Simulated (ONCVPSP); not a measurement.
## An all-electron radial function and its pseudo partner (hydrogen (H))

Columns: radius, all-electron u(r) and pseudo u(r) of the 1s shell (level -6.55 eV) of hydrogen in the configuration 1s1; PW91, scalar-relativistic, ONCV scheme, ONCVPSP 4.0.1.

```
r (bohr)  all-electron  pseudo
   0.065        0.1172  0.0933
   0.130        0.2193  0.1845
   0.195        0.3078  0.2715
   0.260        0.3840  0.3526
   0.325        0.4491  0.4261
   0.390        0.5044  0.4907
   0.455        0.5509  0.5461
   0.520        0.5896  0.5923
   0.585        0.6213  0.6295
   0.650        0.6468  0.6585
   0.715        0.6668  0.6799
   0.780        0.6819  0.6946
   0.845        0.6928  0.7035
   0.910        0.6998  0.7077
   0.975        0.7035  0.7085
   1.040        0.7043  0.7068
   1.105        0.7025  0.7035
   1.170        0.6985  0.6987
   1.235        0.6926  0.6926
   1.300        0.6850  0.6849
   1.365        0.6759  0.6759
   1.430        0.6656  0.6656
   1.495        0.6542  0.6542
   1.560        0.6419  0.6419
   1.625        0.6289  0.6289
   1.690        0.6153  0.6153
```

How many radial nodes do the two functions have?

The all-electron 1s function has n − l − 1 = 0; the pseudo-wave has 0.

At about which radius was the pseudo-wave matched?

1.30 bohr. The columns agree to 0.0005 from 1.17 bohr on; several derivatives are matched, so the curves merge somewhat inside the radius.

Is the pseudo-wave norm-conserving?

Yes: the ONCV scheme keeps the norm inside the radius equal to the all-electron one, which fixes the energy derivative of the logarithmic derivative at the level.
